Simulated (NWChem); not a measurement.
System: CH₅BS; SMILES SBC

```xyz
8

B     -0.6077    -0.4858     0.0000
H     -1.8226    -0.5486     0.0000
C      0.2850    -1.7745     0.0000
H      0.0279    -2.4010    -0.8826
H      0.0279    -2.4010     0.8826
H      1.3789    -1.5998     0.0000
S      0.1673     1.1330     0.0000
H     -0.9603     1.8986     0.0000
```
Atoms are numbered in this order, from 1.

Computed with NWChem. The geometry was optimised at PBE-D3(BJ)/def2-SVP. Vertical excitations in the gas phase; the lowest state need not have the same character in each row.

```tsv
level	lowest excitation, singlet (eV)	oscillator strength of that lowest state	lowest state with f > 0.02, singlet (eV)	lowest triplet (eV)	orbital gap (eV)
PBE/def2-SVP, TDA	6.00	0.000	6.56	4.65	5.24
B3LYP/def2-SVP, TDA	?	0.000	?	?	?
CAM-B3LYP/def2-SVP, TDA	6.49	0.000	6.90	5.14	9.82
BHandHLYP/def2-SVP, TDA	6.76	0.000	7.08	5.35	9.46
```

Fill in the missing entries.


- B3LYP/def2-SVP, TDA, lowest excitation, singlet (eV): 6.34
- B3LYP/def2-SVP, TDA, lowest state with f > 0.02, singlet (eV): 6.74
- B3LYP/def2-SVP, TDA, lowest triplet (eV): 4.95
- B3LYP/def2-SVP, TDA, orbital gap (eV): 6.92
